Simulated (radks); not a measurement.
Results of a calculation; reference values are marked as such.
Question: These are the eigenvalues of the occupied orbitals of an atom or ion with whole-number occupations (eV). Code: a radial shooting solver on a logarithmic mesh with Libxc functionals. Model: scalar-relativistic Kohn-Sham, PBEsol, spin-unpolarised, spherical densities, point nucleus.

orbital  eigenvalue
1s        -57733.07
2s        -10011.80
2p        -8899.273
3s        -2531.466
3p        -2193.030
3d        -1769.908
4s        -783.9644
4p        -670.2092
4d        -517.6155
4f        -346.5064

Which element is it, and in what charge state? The configuration may be excited.

Answer: Z = 68, erbium, charge +16: Er16+ in [Kr] 4d9 4f7. The list shows which subshells hold electrons but not how many an open one holds; the 1s level, -2121.7 hartree, gives Z - s = 65.1 by -(Z - s)^2/2, which with screening and relativity narrows Z to a few neighbours, and the depths of the outer levels then fix element, charge and occupations together.
